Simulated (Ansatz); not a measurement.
Species: thiosilicic acid, sum formula H4SiSO3, charge 0, multiplicity 1. SMILES: O[Si](O)(O)S
Coordinates optimised at B3LYP-D3(BJ)/def2-TZVP (Ansatz, a quantum-chemistry and plane-wave program):
```xyz
9

O      0.5711    -0.1832     1.6663
Si    -0.2167    -0.1738     0.2354
O     -0.5207    -1.7395    -0.1244
O     -1.6636     0.5950     0.2326
S      1.0110     0.8759    -1.1583
H      0.3597    -0.9015     2.2704
H     -1.0819    -1.9271    -0.8812
H     -1.6689     1.5454     0.3742
H      2.1556     0.3238    -0.7216
```

Wanted: vertical triplet-singlet gap (E(triplet) - E(singlet); each state is the SCF solution reached for its spin), in kcal/mol. Valence correlation only, unless marked. UHF or UKS for open shells. Spin-orbit coupling is left out. No relativistic terms. CBS(X,Y): correlation extrapolated as X^-3; Hartree-Fock from the larger set. The bracket is a focal-point correction in the basis named.

RI-MP2/CBS(aug-cc-pV(T+d)Z,aug-cc-pV(Q+d)Z)+[CCSD(T)-MP2]/aug-cc-pV(T+d)Z (Ansatz) gives 137.8 kcal/mol.

Task: Another calculation gave 134.1 kcal/mol. Which level was it?
A) r2SCAN/def2-TZVPD (Ansatz)
B) B2PLYP/def2-TZVPD (Ansatz)
C) wB97M-V/def2-TZVPD (Ansatz)
D) PBE/def2-TZVPD (Ansatz)

Result: B, B2PLYP/def2-TZVPD (Ansatz). The others give 128.9 (r2SCAN), 137.0 (wB97M-V), 126.0 (PBE) kcal/mol.
